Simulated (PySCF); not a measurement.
C₆ coefficients of unlike pairs at TPSS

Calculated with PySCF 2.14 from the dipole response of each species, C₆(A,B) = (3/π) ∫ α_A(iu) α_B(iu) du, in atomic units, from isotropic polarisabilities. For ions this is the dispersion term alone; charge-induced terms of lower order in 1/R come first.

| species | configuration | basis | relativity | α (bohr³) | C₆ (like pair) |
| --- | --- | --- | --- | --- | --- |
| Ca⁺ | [Ar] 4s1 (2S) | dyall-av3z (25s18p5d4f) | spin-free X2C | 92.92 | 721.7 |
| In⁺ | [Kr] 4d10 5s2 (1S) | aug-cc-pVTZ-DK3 (8s7p5d2f) | spin-free X2C | 24.89 | 166.3 |
| N⁺ | [He] 2s2 2p2 (3P) | def2-QZVPPD (8s4p4d2f1g) | none | 3.924 | 8.567 |
| F²⁺ | [He] 2s2 2p3 (4S) | aug-cc-pVDZ-DK (4s3p2d) | spin-free X2C | 1.258 | 1.612 |

(1) Estimate C₆ for N⁺ with Ca⁺.

No spin-orbit coupling is included.

The other pairs:

```json
{"pair": "F²⁺, Ca⁺", "C₆": "20.36"}
{"pair": "N⁺, In⁺", "C₆": "35.92"}
{"pair": "F²⁺, N⁺", "C₆": "3.564"}
{"pair": "F²⁺, In⁺", "C₆": "13.86"}
{"pair": "In⁺, Ca⁺", "C₆": "302.8"}
```

## Answers

(1) The integral gives 57.07. The combination rule 2 C_A C_B / (C_A α_B/α_A + C_B α_A/α_B) gives 53.00 and the geometric mean 78.63.
